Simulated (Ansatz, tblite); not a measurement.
Removing an electron: [TcS4]- (TcS4⁻). Charge -1, multiplicity 1. Geometry: PBE0-D4/def2-SVPD. Ansatz, gas phase; energy differences of separate SCF runs; the oxidised species was run as a doublet alone.

Cartesian coordinates in Å:
```
Tc 0.000 0.000 0.000
S 0.833 -0.612 -1.853
S -1.068 -1.617 0.864
S -1.321 1.629 -0.323
S 1.556 0.601 1.311
```

In the def2 sets Tc takes a core potential; there is no spin–orbit coupling. The xTB rows come from tblite. HSE06 is defined as in plane-wave codes, on full-range PBE exchange. HOMO above LUMO, or a gap near zero within one spin, warns that the state may not be the lowest or that an electron is smeared out.

| level | −HOMO (eV) | vertical IE (eV) | −LUMO (eV) | HOMO–LUMO gap (eV) | remarks |
| --- | --- | --- | --- | --- | --- |
| PBE-D4/def2-TZVPD | 1.59 | 3.98 | -0.14 | 1.73 | gap within one spin near zero (doublet), restricted SCF unstable in HF (-1 singlet) |
| r2SCAN-D4/def2-TZVPD | 1.82 | 4.10 | -0.08 | 1.90 | restricted SCF unstable in HF (-1 singlet) |
| PBE0-D4/def2-TZVPD | 2.55 | 4.10 | -0.63 | 3.18 | restricted SCF unstable in HF (-1 singlet), spin-contaminated (⟨S²⟩ 0.85) (doublet) |
| HSE06-D4/def2-TZVPD | 2.17 | 4.09 | -0.28 | 2.45 | restricted SCF unstable in HF (-1 singlet), spin-contaminated (⟨S²⟩ 0.85) (doublet) |

(1) Estimate the rows for GFN1-xTB, GFN2-xTB, r2SCANh-D4/def2-TZVPD.

Results:

(1) 
```csv
level,−HOMO (eV),vertical IE (eV),−LUMO (eV),HOMO–LUMO gap (eV),remarks
GFN1-xTB,5.81,8.80,3.97,1.84,–
GFN2-xTB,6.87,9.13,5.23,1.64,–
r2SCANh-D4/def2-TZVPD,2.17,4.12,-0.28,2.45,"restricted SCF unstable in HF (-1 singlet), spin-contaminated (⟨S²⟩ 0.84) (doublet)"
```

Relaxing the oxidised species (PBE0-D4/def2-SVPD) changes its energy by -0.05 eV at PBE0-D4/def2-TZVPD, so the adiabatic ionisation energy to this nearest minimum is 4.04 eV. At PBE-D4/def2-TZVPD that geometry lies 0.02 eV above the vertical one, so it gives no adiabatic value. The relaxed charge 0 doublet is spin-contaminated (final ⟨S²⟩ up to 0.86, 0.75 for a pure state).  Run but left out: HF/def2-SVPD, MP2/def2-SVPD, CCSD/def2-SVPD, CCSD(T)/def2-SVPD (flagged by the program: large difference); LDA (SPW92)/def2-TZVPD (neutral doublet: an occupied level 0.01 eV above an empty one).  Raw xTB energy differences between charge states are shifted by several eV; the methods need an empirical correction for them.
